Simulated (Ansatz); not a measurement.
```xyz
5

Ge    0.0325    0.0762    0.0529
H     0.8106    0.8972    0.9441
H     1.0000   -0.8731   -0.8359
H    -0.8478    0.8438   -0.9395
H    -0.9366   -0.7663    0.9101
```

RHF-MP2 on singlet GeH4 was run in several spherical basis sets with Ansatz (development build ahead of 0.2.0). Frozen core: 9 orbitals.

(1) Rank the basis sets by the total energy that they give, lowest first, with the distance from the lowest.
A. def2-SVP
B. cc-pVDZ
C. 6-31G
D. STO-3G

## Answers

(1) B (0.00 eV), A (3.10 eV), C (6.79 eV), D (643.76 eV).

Totals follow the description of the cores as much as that of the bonds, so this order isn't one of quality for chemistry.
